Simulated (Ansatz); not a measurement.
Born–Oppenheimer molecular dynamics of ClH6N3Zr (11 atoms, charge 0, multiplicity 1). It starts from a relaxed structure.

All numbers below come from RKS PBE/def2-SVP in Ansatz 0.2.0.

```json
{
  "ensemble": "NVE (Milne-controlled integrator)",
  "time step": "0.5 fs",
  "steps asked": "166",
  "starting velocities drawn for": "2000 K",
  "masses": "H 2.014 u",
  "seed": "247070"
}
```

First frame:

```xyz
11
Properties=species:S:1:pos:R:3
Zr -0.023 -0.020 0.004
N 0.085 0.093 2.037
H -0.714 -0.101 2.655
H 0.917 0.216 2.625
N 1.895 0.016 -0.687
H 2.508 -0.811 -0.686
H 2.378 0.766 -1.194
N -0.914 1.700 -0.632
H -1.278 1.829 -1.586
H -1.199 2.512 -0.072
Cl -1.212 -1.982 -0.733
```

(1) How far do the bonds stretch over the last three quarters of this one trajectory? (Pairs bonded in most of those frames.)

## Answers

(1) 
| bond | mean (Å) | spread (Å) | shortest | longest |
| --- | --- | --- | --- | --- |
| Zr1–N2 | 2.048 | 0.048 | 1.97 | 2.13 |
| Zr1–N5 | 2.109 | 0.097 | 1.95 | 2.24 |
| Zr1–N8 | 2.070 | 0.078 | 1.96 | 2.19 |
| Zr1–Cl11 | 2.390 | 0.043 | 2.32 | 2.44 |
| N2–H3 | 1.063 | 0.075 | 0.94 | 1.17 |
| N2–H4 | 1.033 | 0.031 | 0.97 | 1.09 |
| N5–H6 | 1.031 | 0.017 | 1.00 | 1.06 |
| N5–H7 | 1.041 | 0.013 | 1.01 | 1.07 |
| N8–H9 | 1.036 | 0.032 | 0.98 | 1.09 |
| N8–H10 | 1.046 | 0.012 | 1.02 | 1.06 |

Pairs bonded in part of these frames only: Zr1–H3 44 %, Zr1–H7 40 %, Zr1–H10 57 %.

Mean temperature of the second half: 811 K. The conserved energy stayed within 0.016 meV per atom of its start (net change 0.00091 meV per atom), so the integration is sound. A run of 0.083 ps of so small a system gives no equilibrium averages.

Time of the run: 110 s on 4 threads of AMD EPYC 9R45 96-Core Processor (Zen 5), on a shared host, peak memory 0.19 GiB.
